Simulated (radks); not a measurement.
Results of a calculation; reference values are marked as such.
Q: All-electron atom: Sb V in [Kr] 4d10 5s1. Code: a radial shooting solver on a logarithmic mesh with Libxc functionals. Model: Dirac Kohn-Sham, Slater X-alpha with alpha = 0.581, spin-unpolarised, spherical densities, point nucleus.

Spin-orbit splittings of the eigenvalues, e(l+1/2) - e(l-1/2), with zeta = 2 splitting/(2l+1) and mean radii in bohr:

| shell | occ. | splitting (eV) | zeta (eV) | <r> j=l-1/2 | <r> j=l+1/2 |
|---|---|---|---|---|---|
| 2p | 6 | ? | ? | 0.1035 | 0.1089 |
| 3p | 6 | 46.04 | 30.69 | 0.3221 | 0.3335 |
| 3d | 10 | 9.547 | 3.819 | 0.3047 | 0.3083 |
| 4p | 6 | 8.623 | 5.748 | 0.8346 | 0.8643 |
| 4d | 10 | 1.252 | 0.5007 | 1.019 | 1.031 |

Estimate the 2p splitting.

A: 250.3 eV (zeta = 166.9 eV).
